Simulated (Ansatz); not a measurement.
Geometry optimisation, RKS PBE/def2-SVP in Ansatz 0.2.0.

input.yaml

```yaml
crystal:
  periodic: [false, false, false]
  atoms:
    - { symbol: Ge, position_ang: [-0.161641, -0.012403, -1.064382] }
    - { symbol: Ge, position_ang: [1.524034, -0.006635, 2.119064] }
    - { symbol: H, position_ang: [0.124651, -0.645186, 2.240011] }
    - { symbol: H, position_ang: [2.55127, -0.84668, 2.914928] }
    - { symbol: H, position_ang: [1.523313, 1.449224, 2.641008] }
    - { symbol: H, position_ang: [1.990406, -0.025206, 0.636325] }
    - { symbol: H, position_ang: [-0.492167, 1.220993, -0.043739] }
    - { symbol: F, position_ang: [-1.123666, -1.240208, -0.200715] }
basis:
  gaussian: { orbitals: def2-SVP }
hamiltonian:
  xc: pbe
relax:
  f_tol: 0.03
  max_steps: 50
```

Run as:

```bash
$ ansatz run input.yaml --threads 2 --pin off --max-ram 3072MiB --backend cpu --events-out ev --progress --plain --runs-dir out
```

Where does it end, and by what steps?

The forces met the threshold. The force dipped under the threshold on the way, but the program's further checks kept it going. After 9 steps the energy has fallen by 0.158 eV; H6 moved furthest, 0.46 Å.

```json
{"step": "0", "energy less start (eV)": "0.0000", "largest force component (eV/Å)": "0.278", "accepted": "yes"}
{"step": "1", "energy less start (eV)": "-0.0530", "largest force component (eV/Å)": "0.260", "accepted": "yes"}
{"step": "2", "energy less start (eV)": "-0.1036", "largest force component (eV/Å)": "0.373", "accepted": "yes"}
{"step": "3", "energy less start (eV)": "-0.1333", "largest force component (eV/Å)": "0.243", "accepted": "yes"}
{"step": "4", "energy less start (eV)": "-0.1481", "largest force component (eV/Å)": "0.174", "accepted": "yes"}
{"step": "5", "energy less start (eV)": "-0.1545", "largest force component (eV/Å)": "0.042", "accepted": "yes"}
{"step": "6", "energy less start (eV)": "-0.1554", "largest force component (eV/Å)": "0.017", "accepted": "yes"}
{"step": "7", "energy less start (eV)": "-0.1568", "largest force component (eV/Å)": "0.025", "accepted": "yes"}
{"step": "8", "energy less start (eV)": "-0.1576", "largest force component (eV/Å)": "0.045", "accepted": "yes"}
{"step": "9", "energy less start (eV)": "-0.1580", "largest force component (eV/Å)": "0.029", "accepted": "yes"}
```

```xyz
8
Properties=species:S:1:pos:R:3
Ge 0.184 0.082 -0.855
Ge 1.368 0.005 2.101
H -0.011 -0.548 2.499
H 2.523 -0.867 2.657
H 1.569 1.490 2.468
H 1.575 -0.163 0.508
H -0.448 1.186 0.171
F -0.824 -1.291 -0.307
```

Whether the end is a true minimum wasn't checked by a vibrational analysis.

Time of the run: 7.5 s on 2 threads of Intel(R) Xeon(R) 6975P-C (Granite Rapids), with other jobs on the host, peak memory 0.16 GiB.
